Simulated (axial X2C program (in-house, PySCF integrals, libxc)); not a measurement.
Low determinants of Sb₂⁻ at the PBE0 level, 2c

All values were computed with an in-house relativistic program for diatomic molecules. Two-component (2c) means X2C with spin–orbit coupling and atomic mean-field two-electron Coulomb and Gaunt terms. Basis: Sb dyall-acv3z [12s13p9d5f1g] (cores contracted in-house); Gaussian nuclei, density fitting, unrestricted open shells. Masses: Sb 120.904 u.

Search at 2.578 Å (vertical energies from the lowest determinant):

```json
{"ΔE (eV)": "0.00", "state": "Ω = 1/2", "electrons beyond evenly filled partner blocks": "ω = 1/2", "electrons in ±ω = 1/2, 3/2, 5/2, 7/2": "65 30 8 0"}
{"ΔE (eV)": "0.32", "state": "Ω = 3/2", "electrons beyond evenly filled partner blocks": "ω = 3/2", "electrons in ±ω = 1/2, 3/2, 5/2, 7/2": "64 31 8 0"}
{"ΔE (eV)": "1.10", "state": "Ω = 5/2", "electrons beyond evenly filled partner blocks": "ω = -1/2, 2 × ω = 3/2", "electrons in ±ω = 1/2, 3/2, 5/2, 7/2": "65 30 8 0"}
{"ΔE (eV)": "1.44", "state": "Ω = 1/2", "electrons beyond evenly filled partner blocks": "2 × ω = -1/2, ω = 3/2", "electrons in ±ω = 1/2, 3/2, 5/2, 7/2": "64 31 8 0"}
{"ΔE (eV)": "1.53", "state": "Ω = 3/2", "electrons beyond evenly filled partner blocks": "ω = 3/2", "electrons in ±ω = 1/2, 3/2, 5/2, 7/2": "66 29 8 0"}
{"ΔE (eV)": "1.85", "state": "Ω = 7/2", "electrons beyond evenly filled partner blocks": "ω = 1/2, 2 × ω = 3/2", "electrons in ±ω = 1/2, 3/2, 5/2, 7/2": "65 30 8 0"}
{"ΔE (eV)": "2.19", "state": "Ω = 5/2", "electrons beyond evenly filled partner blocks": "2 × ω = 1/2, ω = 3/2", "electrons in ±ω = 1/2, 3/2, 5/2, 7/2": "64 31 8 0"}
```

Lowest determinant, Ω = 1/2 (⟨Sz⟩ = -0.49, ⟨Lz⟩ = 0.99 at PBE0): Re = 2.569 Å, ωe = 250.8 cm⁻¹.

The determinant in row 2 of the search, Ω = 3/2 (⟨Sz⟩ = 0.51, ⟨Lz⟩ = 0.99 at PBE0), was followed along the bond at PBE0; measured from the minimum of the lowest determinant it gives:

Te = 0.318 eV (2568 cm⁻¹), Re = 2.566 Å, ωe = 250.5 cm⁻¹.

**Question.** Compare the bond of the determinant in row 2 with that of the lowest one.

**Answer.** At PBE0 its Re is 0.003 Å shorter and its force constant, which goes as ωe², is 1.00 times that of the lowest determinant. T0 ≈ Te + Δωe/2 = 2568 + (0) = 2568 cm⁻¹.

The search compares states at one distance, so a state with another bond length can lie lower; it is not exhaustive and yields mostly the lowest determinant of each block pattern, so other components and higher states of one pattern are missing. These are energies of single determinants, not of spin-adapted states; PBE0 term energies can be off by some tenths of an eV, and the functional has no current term. For an anion, determinants above electron detachment are held by the basis set. The highest occupied level of some functionals is positive through self-interaction error; at Hartree–Fock it is bound. Row 1 has a positive highest level at its minimum. Row 2 has a positive highest level at its minimum.
